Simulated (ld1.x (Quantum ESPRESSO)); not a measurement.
# What the settings do to the TM semilocal potential of Ge (Z = 32)

Base potential:

- Element: Ge (Z = 32)
- Generator: ld1.x (Quantum ESPRESSO) 7.5
- Type: norm-conserving Troullier–Martins (semilocal form)
- Functional: PBEsol
- Relativity: scalar-relativistic
- Frozen core: [Ar] 3d10
- Valence charge: 4
- Reference configuration: 4s2 4p0.5 (charge +1.5)
- Partial waves: 4p (bound): rc 1.95 bohr; 4d channel at 0.05 Ry: rc 1.55 bohr; 4s (bound): rc 1.55 bohr
- Local potential: the s channel
- Core correction: a·sin(br)/r model core, default radius (core density twice the valence density)

All-electron outer shells of the reference configuration (PBEsol, scalar-relativistic, ld1.x):

```json
{"shell": "4s", "level (eV)": "-24.47", "outermost node (bohr)": "0.77", "outermost maximum (bohr)": "1.69"}
{"shell": "4p", "level (eV)": "-15.41", "outermost node (bohr)": "0.82", "outermost maximum (bohr)": "2.03"}
```

Cutoffs, loose and tight: the cutoffs (Ry, on a coarse ladder) from which the occupation-weighted sum of valence levels, in a spherical-Bessel basis at the reference potential, stays within 10 and 1 mRy of its value at 400 Ry. They do not see the model core or the augmentation charge, which bear on the density cutoff. Test errors are all-electron minus pseudo excitation energies from the reference, over the configurations 4s2 4p2; 4s2 4p1; 4s2 4p0; 4s0 4p4; 4s2 4p2.3; 4s2 4p1.5; 4s1 4p2. A dash means not determined; rows that change the core or the reference have their own tests.

A semilocal file is local in each channel, so a ghost entry of none says nothing of the separable form that plane-wave codes build from it.

```tsv
change	outcome	cutoff, loose	cutoff, tight	bound ghosts	largest test error (meV)
base	generated	30 Ry	45 Ry	none	-23
all radii but the core radius scaled by about 1.09 (s 1.68, p 2.12, d 1.68 bohr)	generated	30 Ry	45 Ry	none	-19
all radii but the core radius scaled by about 1.26 (s 1.96, p 2.46, d 1.96 bohr)	generated	25 Ry	40 Ry	none	-19
all radii but the core radius scaled by about 1.38 (s 2.14, p 2.68, d 2.14 bohr)	generated	15 Ry	35 Ry	none	-27
```

Task: What comes out with this change to the base: all radii but the core radius scaled by about 0.78 (s 1.22, p 1.52, d 1.22 bohr)?

Result: outcome: generated; cutoff, loose: 55 Ry; cutoff, tight: 160 Ry; bound ghosts: none; largest test error (meV): -26.

Task: What comes out with this change to the base: all radii but the core radius scaled by about 1.16 (s 1.80, p 2.26, d 1.80 bohr)?

Result: outcome: generated; cutoff, loose: 30 Ry; cutoff, tight: 40 Ry; bound ghosts: none; largest test error (meV): -18.

Task: What comes out with this change to the base: all radii but the core radius scaled by about 0.84 (s 1.30, p 1.64, d 1.30 bohr)?

Result: outcome: generated; cutoff, loose: 50 Ry; cutoff, tight: 140 Ry; bound ghosts: none; largest test error (meV): -27.

Reading the sweep of the scale of all radii but the core radius (base = 1) (base included, trends over the rows without a ghost): The loose cutoff falls from 55 Ry at 0.78 to 15 Ry at 1.38. A larger radius leaves more room for a smooth pseudo-wave, so fewer plane waves are needed; a smaller one forces it to follow the all-electron wave where it bends sharply. The median size of the test errors (rows with all tests solved) stays near 7.4 meV.
